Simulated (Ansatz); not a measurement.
Ansatz results at the PBE0-D4/def2-TZVP geometry: HOMO energy (PBE0/def2-TZVPP) -8.03 eV; HOMO–LUMO gap (PBE0/def2-TZVPP) 5.74 eV; LUMO energy (B3LYP/def2-TZVPP) -2.50 eV.

**Question.** Which molecule gave them?
A. `O/C=C\I`
B. `C[BH][GeH3]`
C. `[BH2][GeH2][CH3]`
D. `B[CH2][GeH3]`

**Answer.** C. The others give `B[CH2][GeH3]`: -8.80, 7.54, -1.48; `C[BH][GeH3]`: -7.84, 6.08, -1.96; `O/C=C\I`: -6.69, 6.01, -0.93.

B3LYP here is the variant with VWN-RPA as its local correlation; programs differ in this.
